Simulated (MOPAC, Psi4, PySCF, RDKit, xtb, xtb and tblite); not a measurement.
Two geometries of C8H8O, SMILES C=C/C=C\c1ccco1, relaxed at GFN2-xTB with one dihedral held; other torsions can differ between them too.

Structure A

```
17

C     -3.1770     0.5671    -0.4293
C     -1.8903     0.2503    -0.3296
C     -1.4106    -1.1124    -0.2780
C     -0.1258    -1.4535    -0.1593
C      0.9717    -0.4828    -0.0604
C      1.7412     0.0997    -1.0258
C      2.6526     0.9480    -0.3492
C      2.3705     0.8178     0.9733
O      1.3563    -0.0446     1.1599
H     -3.9422    -0.1907    -0.4781
H     -3.5125     1.5892    -0.4640
H     -1.1372     1.0254    -0.2805
H     -2.1635    -1.8867    -0.3447
H      0.1611    -2.4971    -0.1200
H      1.6641    -0.0558    -2.0825
H      3.4078     1.5644    -0.7922
H      2.7990     1.2648     1.8483
```

Structure B

```
17

C      3.3261     0.4675    -0.5755
C      2.0241     0.2759    -0.3722
C      1.4388    -1.0317    -0.2296
C      0.1334    -1.3037    -0.0556
C     -0.9496    -0.3661     0.0890
C     -2.1620    -0.5490     0.7143
C     -2.8951     0.6409     0.5251
C     -2.0967     1.4551    -0.2196
O     -0.9275     0.8575    -0.4920
H      4.0125    -0.3598    -0.6588
H      3.7498     1.4524    -0.6696
H      1.3573     1.1225    -0.3014
H      2.1301    -1.8633    -0.2828
H     -0.1699    -2.3314     0.0959
H     -2.4724    -1.4190     1.2562
H     -3.8798     0.8588     0.8851
H     -2.2436     2.4436    -0.6082
```

Which is lower in energy at the level PBE0-D3(BJ)/def2-SVP // GFN2-xTB run with Psi4, and by how much?

B is lower, by 5.62 kcal/mol (dihedral C3–C4–C5–O9: 90° in A, 30° in B).

E(B) − E(A) in kcal/mol at the other levels, on the same two geometries: GFN2-xTB (xtb and tblite) -4.76; MMFF94 // GFN2-xTB (RDKit) -3.62; PBE0/def2-SVP // GFN2-xTB (Psi4) -5.72; PBE/def2-SVP // GFN2-xTB (Psi4) -6.68; PBE-D3(BJ)/def2-SVP // GFN2-xTB (Psi4) -6.60; UFF // GFN2-xTB (RDKit) -5.09; PM3, restricted, heats of formation // GFN2-xTB (MOPAC) -0.12; AM1, restricted, heats of formation // GFN2-xTB (MOPAC) -2.20; GFN1-xTB // GFN2-xTB (xtb) -5.44; restricted B3LYP/6-31G*, spherical d, density fitting // GFN2-xTB (PySCF) -5.53; restricted Hartree-Fock/3-21G, density fitting // GFN2-xTB (PySCF) -4.76; restricted B3LYP/6-311+G**, spherical d, density fitting // GFN2-xTB (PySCF) -4.85; restricted M06-2X/6-31G*, spherical d, density fitting // GFN2-xTB (PySCF) -4.27.
